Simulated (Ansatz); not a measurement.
Ansatz (a program for electronic structure) input (CCSD(T)/def2-QZVPPD):
A basis named .json is the Basis Set Exchange file of that set.

Ansatz 0.2 input:
```yaml
crystal:
  periodic: [false, false, false]
  atoms:
    - {symbol: Cl, position_ang: [-1.42585359, 1.90757646, -0.07247010]}
    - {symbol: Al, position_ang: [-0.51905721, 0.03859956, -0.01687746]}
    - {symbol: Cl, position_ang: [-1.69372939, -1.67558948, -0.02896505]}
    - {symbol: Br, position_ang: [1.70801870, -0.12701637, 0.05553727]}
basis:
  gaussian:
    orbitals: def2-QZVPPD.json
magnetization: {spin_polarized: false}
correlation: {method: ccsd_t, electrons: outside_noble_gas}
```

End of the output:

```
integrals: 3.61 GiB planned
2031 factors; integrals over basis functions are off by at most 9.8e-4 eV
3.37 GiB of device memory are held for the factors and their scratch space
mean field: 2.61 GiB planned
mean field evaluation 1: about -101597.3500 eV, gradient 1.8e1 eV
mean field evaluation 2: about -101597.4331 eV, gradient 1.8e1 eV
mean field evaluation 4: about -101598.5116 eV, gradient 1.9e0 eV
mean field evaluation 8: about -101598.5305 eV, gradient 1.6e-1 eV
mean field evaluation 16: about -101598.1964 eV, gradient 1.0e1 eV
mean field -101598.53056511 eV, -3733.6771323104 hartree, gradient 2.0e-6 eV, S^2 0.000000; 0 other end points of the search recorded, 0 dependent functions left out
29 core orbitals not correlated
reference -101598.53056511 eV, -3733.6771323104 hartree; 12, 12 occupied and 291, 291 virtual orbitals, 2031 factors
second order -18.04337410 eV of doubles, -0.00000000 eV of singles
coupled cluster: 17.41 GiB planned
cycle   1  -18.81127086 eV  change   -7.7e-1 eV  update   7.4e-2
cycle   2  -19.14628643 eV  change   -3.4e-1 eV  update   2.0e-2
cycle   3  -19.20856757 eV  change   -6.2e-2 eV  update   9.3e-3
cycle   4  -19.20141146 eV  change    7.2e-3 eV  update   2.1e-3
cycle   5  -19.20069458 eV  change    7.2e-4 eV  update   8.0e-4
cycle   6  -19.20057921 eV  change    1.2e-4 eV  update   2.1e-4
cycle   7  -19.20049310 eV  change    8.6e-5 eV  update   6.8e-5
cycle   8  -19.20051834 eV  change   -2.5e-5 eV  update   1.9e-5
perturbative correction -0.89791032 eV, -0.0329975955 hartree
Total energy: -101618.62899377 eV, -3734.4157359404 hartree
```
